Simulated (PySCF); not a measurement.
Isomers of C5H11FOSi2, one GFN2-xTB conformer each. Single-point energies are computed at PBE0/pcSseg-1 (PySCF, gas phase, no added dispersion term), electronic only.

Question: Rank them by PBE0/pcSseg-1 energy, lowest first (kJ/mol).
A. `[CH3:1][C:2](=[O:3])[SiH2:4][CH2:5]/[C:6]([SiH3:7])=[CH:8]/[F:9]` with C1–C2–Si4–C5 -175°, C2–Si4–C5–C6 179°, Si4–C5–C6–Si7 -78°
B. `[CH2:1]=[C:2]([F:3])[CH2:4][Si@:5]([CH3:6])([SiH3:7])[CH:8]=[O:9]` with C1–C2–C4–Si5 108°, C2–C4–Si5–C6 99°, C4–Si5–C8–O9 30°

Answer: B (0.0), A (32.4).

As drawn, the lower has an Si–Si bond, which the higher lacks. GFN2-xTB itself gives, in the same order: 81.1, 0.0. GFN2-xTB puts CC(=O)[SiH2]C/C([SiH3])=C/F lowest instead.

Which frontier levels, dipoles and rotational constants go with these structures?

| SMILES | HOMO (eV, PBE0/pcSseg-1) | LUMO (eV) | dipole (D) | A, B, C (MHz) |
| --- | --- | --- | --- | --- |
| C=C(F)C[Si@](C)([SiH3])C=O | -6.89 | -1.67 | 1.65 | 1261, 785.0, 736.2 |
| CC(=O)[SiH2]C/C([SiH3])=C/F | -6.79 | -1.13 | 2.12 | 2393, 455.5, 428.3 |
